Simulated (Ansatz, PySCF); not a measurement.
Complex: C2H2 (SMILES C#C) (first 4 atoms) with C2H6 (SMILES CC); geometry from B3LYP-D3(BJ)/def2-TZVP, rigid monomers moved along the line of their centres of mass till H4···C5 is 2.60 Å.
(charge 0, multiplicity 1):
| atom | x (Å) | y (Å) | z (Å) |
|---|---|---|---|
| C | 0.4223 | -0.2433 | -0.5811 |
| C | -0.3359 | 0.0052 | 0.3111 |
| H | 1.0955 | -0.4638 | -1.3733 |
| H | -1.0057 | 0.2247 | 1.1064 |
| C | -0.7521 | 0.2489 | 3.6894 |
| C | 0.7193 | -0.1549 | 3.6660 |
| H | -0.9145 | 1.1906 | 3.1597 |
| H | -1.1130 | 0.3852 | 4.7106 |
| H | -1.3809 | -0.5128 | 3.2223 |
| H | 1.0780 | -0.2905 | 2.6443 |
| H | 0.8793 | -1.0933 | 4.2004 |
| H | 1.3444 | 0.6052 | 4.1384 |

Counterpoise-corrected where a basis set is named; no monomer relaxation.

Cores are frozen in the correlated methods.

Programs: Ansatz (a first-principles code) with Gaussian orbitals; PySCF for the dispersion terms. Each number belongs to the level named beside it.

PBE/def2-TZVPPD gives 0.25 kcal/mol for the interaction energy.

Task: Predict the shift from PBE, with its sign, for: PBE-D3(BJ)/def2-TZVPPD, r2SCAN/def2-TZVPPD, B3LYP/def2-TZVPPD, wB97M-V/def2-TZVPPD, MP2/aug-cc-pVDZ, CCSD(T)/aug-cc-pVDZ.

Result: PBE-D3(BJ)/def2-TZVPPD -1.18; r2SCAN/def2-TZVPPD -0.37; B3LYP/def2-TZVPPD 0.85; wB97M-V/def2-TZVPPD -0.85; MP2/aug-cc-pVDZ -0.62; CCSD(T)/aug-cc-pVDZ -0.45 kcal/mol. 1 of 6 lie above PBE; the widest gap is to PBE-D3(BJ)/def2-TZVPPD.
